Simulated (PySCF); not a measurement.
**Orbital energies and ionisation energy**

C4H11NO2Si.
Z-matrix (Å and degrees, PBE0-D3(BJ)/def2-SVP geometry), rows numbered from 1:
```
C 
N   1  1.4339
C   2  1.2623  1  118.82
C   3  1.5008  2  121.62  1   178.66
O   4  1.4060  3  111.87  2   133.12
Si  5  1.6598  4  124.94  3    83.37
O   6  1.6585  5  112.76  4   -71.94
C   7  1.4020  6  124.69  5   -69.05
H   1  1.1087  2  114.21  3     0.31
H   1  1.1023  2  109.30  3   122.40
H   1  1.1023  2  109.47  3  -121.73
H   3  1.1124  2  122.62  1    -0.42
H   4  1.1101  3  108.62  2  -104.18
H   4  1.1000  3  108.49  2    12.49
H   6  1.4876  5  109.94  4    44.57
H   6  1.4871  5  104.98  4   168.10
H   8  1.1004  7  108.86  6  -165.85
H   8  1.1048  7  111.61  6    74.88
H   8  1.1055  7  112.14  6   -46.36
```

Level: wB97X-D/def2-SVPD (PySCF). Frontier orbitals with their largest atomic shares (Löwdin; up to four atoms above 4 %):

```json
{"orbital": "HOMO−3", "ε (eV)": "-10.70", "main atoms": "O7 30 %, O5 23 %, Si6 8 %, C8 7 %"}
{"orbital": "HOMO−2", "ε (eV)": "-10.47", "main atoms": "O7 38 %, C8 9 %, N2 9 %, O5 9 %"}
{"orbital": "HOMO−1", "ε (eV)": "-10.18", "main atoms": "N2 21 %, O5 18 %, C3 14 %, O7 12 %"}
{"orbital": "HOMO", "ε (eV)": "-9.27", "main atoms": "?"}
{"orbital": "LUMO", "ε (eV)": "1.42", "main atoms": "N2 32 %, C3 30 %, C4 7 %, H12 6 %"}
{"orbital": "LUMO+1", "ε (eV)": "2.18", "main atoms": "C8 20 %, Si6 18 %, O7 9 %, C1 7 %"}
{"orbital": "LUMO+2", "ε (eV)": "2.56", "main atoms": "Si6 31 %, O5 16 %, H16 10 %, H15 10 %"}
```

Task: What vertical ionisation energy does ΔSCF give, and how far is −ε(HOMO) from it?

Result: ΔSCF: 9.50 eV (917 kJ/mol; threshold wavelength 130 nm); ⟨S²⟩ of the doublet left behind is 0.762, against 0.75 for a pure doublet. −ε(HOMO) is 9.27 eV, 0.23 eV below it. In exact Kohn–Sham theory the two would be equal; wB97X-D (range-separated hybrid) comes within 0.23 eV of that here. Holes in the HOMO−1 and HOMO−2 were tried too where these lie within 1.2 eV of the HOMO; the lowest converged state counts.

Task: On which atoms does the HOMO lie?

Result: N2 (imine nitrogen) 55 %, C3 (imine carbon) 12 %, C1 (N-methyl carbon) 10 %, H12 (hydrogen on a C=N carbon) 5 %, so more than half of it is on one atom. The HOMO−1 lies 0.91 eV lower.

Task: What total energies stand behind the ΔSCF value?

Result: E(N) = -653.30930 Eh and E(N − 1) = -652.96004 Eh at the same geometry, 0.34926 Eh apart.

Task: Shift the occupied levels rigidly so that −ε(HOMO) equals the ΔSCF value. What binding energies result?

Result: The shift is +0.23 eV: HOMO 9.50, HOMO−1 10.41, HOMO−2 10.70, HOMO−3 10.93 eV. A rigid shift is only a rough guide to the deeper ionisations.

Geometry: PBE0-D3(BJ)/def2-SVP, one conformer, isolated molecule.

wB97X-D is run here without its empirical dispersion term; that term would change no orbital, density or response property at a fixed geometry.
